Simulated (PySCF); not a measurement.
BeF2, SMILES [F][Be][F]. Coordinates come from a r2SCAN-D4/def2-TZVP optimisation. The isomer is the one that the SMILES or the coordinates give; other isomers of the formula were not compared.

Computed equilibrium geometry at r2SCAN-D4/def2-TZVP (PySCF confirms it by a frequency run) as Cartesian coordinates in Å, and its point group:
point group D∞h.
```xyz
3

Be     0.0000     0.0000     0.0000
F      0.0000     0.0000    -1.3818
F      0.0000     0.0000     1.3818
```
